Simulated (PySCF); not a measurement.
**C₆ coefficients of unlike pairs at PBE0**

Calculated with PySCF 2.14 from the dipole response of each species, C₆(A,B) = (3/π) ∫ α_A(iu) α_B(iu) du, in atomic units, from isotropic polarisabilities. For ions this is the dispersion term alone; charge-induced terms of lower order in 1/R come first.

```
species            configuration                                                                            basis      relativity  α (bohr³)  C₆ (like pair)
   Pb³⁺  [Xe] 4f14 5d10 6s1 (2S)             def2-QZVPPD with the def2 core potential (60 electrons) (8s6p5d4f1g)  core potential      8.749           48.79
     Sr            [Kr] 5s2 (1S)                                                     aug-cc-pVQZ-X2C (9s8p6d3f2g)   spin-free X2C      202.4            3301
      P        [Ne] 3s2 3p3 (4S)  aug-cc-pCVTZ-DK with one added diffuse shell each of s, p, d, f type (9s8p6d4f)   spin-free X2C      26.49           196.0
     Ni        [Ar] 3d8 4s2 (3F)                                                        aug-cc-pVDZ-DK (7s6p4d2f)   spin-free X2C      49.42           396.0
```

Q: Estimate C₆ for Ni with Sr.

A: The integral gives 1082. The combination rule 2 C_A C_B / (C_A α_B/α_A + C_B α_A/α_B) gives 1077 and the geometric mean 1143.

No spin-orbit coupling is included.

The other pairs:

| pair | C₆ |
| --- | --- |
| Ni, Pb³⁺ | 115.1 |
| Sr, Pb³⁺ | 265.5 |
| Ni, P | 270.8 |
| P, Pb³⁺ | 88.30 |
| P, Sr | 686.5 |
